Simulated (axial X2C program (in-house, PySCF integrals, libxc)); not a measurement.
## SrH: cheaper levels and CCSD(T), two-component

Calculated with an in-house relativistic program for diatomic molecules. Two-component (2c) means X2C with spin–orbit coupling and atomic mean-field two-electron Coulomb and Gaunt terms. Basis: Sr dyall-cv3z [13s12p8d5f1g], H dyall-v3z [6s2p1d] (cores contracted in-house); Gaussian nuclei, density fitting, unrestricted open shells. Masses: Sr 87.906 u, H 1.008 u.

State: Ω = 1/2 (⟨Sz⟩ = 0.50, ⟨Lz⟩ = 0.00 at HF); fragments Sr + H.

| level | Re (Å) | ωe (cm⁻¹) | De (eV) |
| --- | --- | --- | --- |
| PBE0 | 2.130 | 1213.0 | 1.83 |
| HF | 2.195 | 1201.4 | 1.46 |
| MP2 | 2.140 | 1234.8 | 1.52 |
| CCSD | 2.159 | 1198.7 | 1.71 |
| r2SCAN | 2.131 | 1210.8 | 2.08 |

Correlated methods: 11 electrons correlated (number of frozen shells: Sr 3 s, 2 p, 1 d; H none), 195 virtual spin orbitals or spinors in MP2, 90 natural virtuals in coupled cluster.

CCSD(T), same Hamiltonian and basis:

Re = 2.157 Å, ωe = 1196.5 cm⁻¹, De = 1.67 eV; T1 = 0.013 (Lee–Taylor normalisation).

Q: Give the differences from CCSD(T) in the columns below.

A: 

| level | ΔRe (Å) | Δωe (cm⁻¹) | ΔDe (eV) |
| --- | --- | --- | --- |
| PBE0 | -0.027 | 16 | 0.16 |
| HF | 0.038 | 5 | -0.21 |
| MP2 | -0.017 | 38 | -0.15 |
| CCSD | 0.002 | 2 | 0.04 |
| r2SCAN | -0.026 | 14 | 0.41 |

Occupations by symmetry block were frozen at the best pattern of an incomplete PBE0 search. Dissociation energies refer to the lowest single-determinant-based atoms at the same level and basis. Density functionals use the spin component along the axis (collinear). Coupled cluster ran in a truncated set of natural virtual spinors; the MP2 energy of the rest was added. (T) has no such correction and the atoms are truncated less, which lowers De at CCSD(T) by a hundredth of an eV or more.
